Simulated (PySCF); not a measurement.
Compound: C4H9BN2.
Cartesian coordinates in Å at the PBE0-D3(BJ)/def2-SVP level; atoms count from 1:
```
atom  x, y, z in Å
C1     2.5937   -1.2327   -1.2725
C2     1.7876   -0.6358   -0.5830
B3     0.7882    0.1441    0.3138
N4     1.3423    1.0411    1.2580
N5    -0.6081   -0.0697    0.1542
C6    -1.1621   -0.9518   -0.8394
C7    -1.6064    0.5911    0.9482
H8     3.3039   -1.7607   -1.8824
H9     0.8115    1.6246    1.8869
H10    2.3417    1.1489    1.3429
H11   -1.7765   -1.7469   -0.3758
H12   -0.3590   -1.4298   -1.4139
H13   -1.8149   -0.4061   -1.5472
H14   -2.2766   -0.1395    1.4389
H15   -2.2444    1.2579    0.3370
H16   -1.1555    1.2001    1.7423
```

Computed with PySCF at wB97X-D/def2-SVPD, non-relativistic, on one gas-phase PBE0-D3(BJ)/def2-SVP geometry that isn't relaxed in the solvent. The solvent is an IEF-PCM continuum (cavity from Bondi-type radii × 1.2). Only the electrostatic response of the medium enters.

Gas phase at wB97X-D/def2-SVPD: HOMO -8.26 eV, LUMO 1.87 eV, dipole 1.18 D.

Question: What does the continuum do to the energy, the frontier levels and the dipole at wB97X-D/def2-SVPD in chloroform and acetone?

Answer: 
```json
{"solvent": "chloroform", "ε": "4.711", "E(solvent) − E(gas) (kcal/mol)": "-3.97", "polarisation term (kcal/mol)": "-4.35", "distortion of the solute (kcal/mol)": "0.38", "HOMO (eV)": "-8.22", "LUMO (eV)": "1.79", "dipole (D)": "1.49"}
{"solvent": "acetone", "ε": "20.49", "E(solvent) − E(gas) (kcal/mol)": "-5.39", "polarisation term (kcal/mol)": "-6.11", "distortion of the solute (kcal/mol)": "0.72", "HOMO (eV)": "-8.23", "LUMO (eV)": "1.73", "dipole (D)": "1.60"}
```

Polarisation term: ½ Σ q·V over the induced surface charges. Distortion: the rise of the solute's own energy as its density leaves the gas-phase optimum. The atom shares or the degeneracy of the LUMO differ from the gas phase in chloroform and acetone, so that column needn't follow one orbital. From chloroform to acetone the lowering changes by a factor 1.36, Onsager's factor (ε − 1)/(2ε + 1) by 1.30 and ε itself by 4.3.

Question: Which radius a makes the point-dipole formula ΔE = −[(ε − 1)/(2ε + 1)]·μ²/a³ give the value in acetone, with the gas-phase dipole?

Answer: μ = 0.465 au and |ΔE| = 0.00858 Eh give a = 1.20 Å; the farthest nucleus lies 4.20 Å from the centroid of the nuclei, so such a sphere wouldn't even hold the nuclei. The formula assumes a rigid point dipole at the centre of a sphere.

Question: Give the dipole vector in the frame of the coordinates (D, pointing from negative to positive charge), gas and acetone.

Answer: Gas (-0.68, 0.66, 0.71), solvent (-0.95, 0.87, 0.95). Its length changes by +36 % and its direction by 1°.

Question: How does the static polarisability (wB97X-D/def2-SVPD, frozen core, with the continuum's full static response) change?

Answer: 
```
    medium  isotropic (au)  principal values (au)  ⟨r²⟩ of the electrons (bohr²)
       gas            79.6      57.9, 80.7, 100.2                          894.1
chloroform            97.7      72.7, 99.4, 120.9                          892.7
   acetone           105.0     80.4, 106.7, 127.9                          892.2
```

The isotropic value in acetone is 1.32 times the gas-phase one; no cavity-field correction is applied. ⟨r²⟩ is taken about the centre of nuclear charge.

The pairwise dispersion term of wB97X-D wasn't added to the energies; at a given geometry it leaves orbitals and properties as they are.
